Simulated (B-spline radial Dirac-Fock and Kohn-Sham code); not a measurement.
## Kohn-Sham estimates against Dirac-Fock for the levels of In⁶⁺

System: In⁶⁺, configuration [Kr] 4d7.

The density-functional columns are spherical, spin-unpolarised Dirac-Kohn-Sham results without Breit or QED terms: −ε is minus the orbital energy of the initial state and ΔSCF the difference of two total energies. The reference in the last column comes from ΔSCF Dirac-Fock with Breit, self-energy and vacuum polarisation, finite nucleus, configuration average. All numbers are from a radial finite-basis atomic code, in eV; a selection of levels is shown. For the 1s level of heavy atoms much of the gap between ΔSCF and the reference is the Breit and QED part, -89.9 eV here; for other levels the error of the functional can be larger.

```
level   PBE −ε  PBE ΔSCF   LDA −ε  LDA ΔSCF  Dirac-Fock
   1s  27829.1   28162.0  27796.0   28127.9     28047.0
   2s   4245.8    4307.3   4241.9    4303.6      4352.5
2p1/2   3965.9    4041.7   3964.6    4040.4      4047.3
2p3/2   3755.0    3826.7   3754.0    3825.7      3839.3
   3s    880.8     904.0    879.6     902.9       935.4
3p1/2    767.8     791.7    767.5     791.4       812.1
3p3/2    729.7     752.9    729.4     752.6       773.5
3d5/2    522.3     547.2    522.6     547.6       549.5
   4s    208.4     220.2    208.2     220.0       229.8
4p1/2    170.7     182.1    170.8     182.2       186.3
4p3/2    163.6     174.8    163.6     174.8       179.2
   4d    102.9     113.0    103.0     113.1       111.5
```

Problem. Order the estimates of the K (1s) level by their distance from the Dirac-Fock value, nearest first.
A. LDA ΔSCF
B. PBE −ε
C. LDA −ε
D. PBE ΔSCF

Solution. A (80.9 eV), D (115.0 eV), B (217.9 eV), C (251.0 eV).

Values without a named source are computed, but for edge energies of neutral atoms, which are taken from tables.
